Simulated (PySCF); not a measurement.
Compound: N-methyl-di(2-propynyl)-amine, C7H9N.
SMILES with atom numbers: `[CH:1]#[C:2][CH2:3][N:4]([CH3:5])[CH2:6][C:7]#[CH:8]` (hydrogens: H9 on C1; H10, H11 on C3; H12, H13, H14 on C5; H15, H16 on C6; H17 on C8)

Structure used (GFN2-xTB), in Å, numbered top down from 1:
```
atom  x, y, z in Å
C1     3.126   -0.924    0.991
C2     2.176   -0.285    0.643
C3     1.015    0.478    0.222
N4     0.128   -0.337   -0.597
C5    -0.493   -1.397    0.169
C6    -0.840    0.462   -1.330
C7    -1.751    1.227   -0.488
C8    -2.450    1.818    0.284
H9     3.965   -1.474    1.295
H10    1.357    1.326   -0.380
H11    0.505    0.877    1.119
H12   -1.187   -1.020    0.936
H13   -1.042   -2.051   -0.508
H14    0.288   -1.976    0.657
H15   -0.293    1.152   -1.984
H16   -1.423   -0.217   -1.963
H17   -3.087    2.354    0.923
```

Computed, not measured: TDDFT PBE0/def2-SVPD, vertical, gas phase, core orbitals frozen in the response in PySCF 2.14.0, density-fitted response routines.

Transition dipole moments from the ground state, in atomic units and in the frame of the coordinates above (overall signs are arbitrary), for the states with f of 0.002 or more among the lowest 6:

```
state  E (eV)      μx     μy      μz
   S1   5.848  -0.266  0.209  -0.080
   S2   6.372  -0.137  0.211   0.246
   S4   6.511  -0.177  0.107   0.035
   S5   6.606  -0.105  0.020   0.051
   S6   6.646  -0.185  0.042  -0.002
```

**Question.** What oscillator strength does each state have?

**Answer.** f = (2/3) ΔE |μ|² with ΔE in hartree (27.2114 eV).

| state | \|μ\|² (au) | \|μ\| (D) | f |
| --- | --- | --- | --- |
| S1 | 0.121 | 0.88 | 0.017 |
| S2 | 0.124 | 0.89 | 0.019 |
| S4 | 0.044 | 0.53 | 0.007 |
| S5 | 0.014 | 0.30 | 0.002 |
| S6 | 0.036 | 0.48 | 0.006 |

**Question.** What angle do the transition dipoles of S1 and S2 make?

**Answer.** |cos θ| = |μa·μb| / (|μa| |μb|) = 0.50, so θ ≈ 60° (taken between 0 and 90°, since the signs are arbitrary).

**Question.** What peak molar absorption coefficient would the strongest computed level give as a lone Gaussian band 0.3 eV wide at half height?

**Answer.** ε(max) = 2.175×10⁸ f / FWHM, with the width in cm⁻¹. S2: 2.175×10⁸ × 0.0193 / 2420 ≈ 1700 L mol⁻¹ cm⁻¹.

One conformer stands for the species.
